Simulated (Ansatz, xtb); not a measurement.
**CH4GeSe: which of two structures lies lower**

Structure X: a singlet given by its coordinates. Structure Y: `[CH3][GeH]=[Se]`, a singlet. Both are isolated molecules in the gas phase, relaxed with PBE0-D3(BJ)/pcseg-1.

X (Å):

```xyz
7

C    -0.1208   -0.2248    0.1977
Ge    2.9506   -1.6841   -0.4943
Se    0.6609   -2.0039   -0.1072
H     2.8328   -0.0998   -0.3205
H    -0.8465   -0.0288   -0.5958
H    -0.6241   -0.2361    1.1681
H     0.6734    0.5238    0.1852
```

Close contacts (Å): C1–Se3 1.97, Ge2–Se3 2.34, C1–H5 1.09, C1–H6 1.09, C1–H7 1.09, Ge2–H4 1.60.

Y (Å):

```
atom    x (Å)    y (Å)    z (Å)
   C   0.0723  -0.0945   0.4458
  Ge   1.5589  -1.0257  -0.4000
  Se   1.7223  -1.5042  -2.5039
   H   0.4382   0.8196   0.9294
   H  -0.3706  -0.7345   1.2187
   H  -0.6833   0.1595  -0.3025
   H   2.6434  -1.3954   0.6352
```

Q: Estimate which is lower in electronic energy at CCSD(T)/def2-TZVP, and by roughly how much.

A: The CCSD(T)/def2-TZVP calculation puts structure Y lower, by 12.8 kcal/mol.

How the difference moves with the method:

```csv
level,geometry,E(Y) − E(X) (kcal/mol),departure from the last row (kcal/mol),"job, with rough time for the two"
PBE0-D3(BJ)/pcseg-1,PBE0-D3(BJ)/pcseg-1,−9.8,+3.0,"optimisation, 27 s"
HF/def2-TZVP,PBE0-D3(BJ)/pcseg-1,−12.1,+0.7,part of the CCSD(T) run
MP2/def2-TZVP,PBE0-D3(BJ)/pcseg-1,−15.5,−2.6,part of the CCSD(T) run
CCSD(T)/def2-TZVP,PBE0-D3(BJ)/pcseg-1,−12.8,,"single point, 73 s"
```

The levels shown agree on the order. The largest departure from CCSD(T)/def2-TZVP is that of PBE0-D3(BJ)/pcseg-1, 3.0 kcal/mol. Levels run at GFN2-xTB geometries aren't shown.

With harmonic frequencies from PBE0-D3(BJ)/pcseg-1 (ideal gas, rigid rotor, one conformer each, 298.15 K, 1 atm): on the last row, ΔE + ΔZPE = −12.8 kcal/mol. A mode under 50 cm⁻¹ makes harmonic enthalpies and free energies unreliable, so none is given.

The correlated steps freeze 19 core orbitals; the filled d shell of Ge and Se is correlated, in a basis made for valence electrons. Run with Ansatz 0.2.0; the last row on 2 threads of Intel(R) Xeon(R) Processor @ 2.70GHz on a shared host.
